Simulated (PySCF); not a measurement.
C₆H₁₀Cl₂Sn, SMILES C=C[CH2][Sn]([Cl])([Cl])[CH2]C=C (GFN2-xTB optimised geometry):

```
19

C      3.917     1.284     1.508
C      3.653    -0.005     1.278
C      3.237    -0.519     0.000
Sn     0.816    -0.519     0.000
Cl     0.234     1.781     0.000
Cl     0.173    -1.182     2.189
C     -0.794    -1.547    -1.486
C     -2.093    -1.312    -0.912
C     -2.868    -0.271    -1.233
H      4.238     1.633     2.473
H      3.839     2.019     0.724
H      3.727    -0.720     2.087
H      3.478    -1.558    -0.185
H      3.452     0.127    -0.844
H     -0.473    -2.581    -1.503
H     -0.605    -1.025    -2.417
H     -2.428    -2.019    -0.165
H     -2.554     0.455    -1.964
H     -3.839    -0.132    -0.793
```

Level of theory: CAM-B3LYP/def2-SVP, def2 effective core potentials past Kr run with PySCF.

**Question.** What are the frontier orbital energies and the dipole moment?

**Answer.** HOMO-2 -9.56 eV, HOMO-1 -8.68 eV, HOMO -7.47 eV, LUMO -1.38 eV, LUMO+1 0.92 eV; dipole moment 3.86 D.
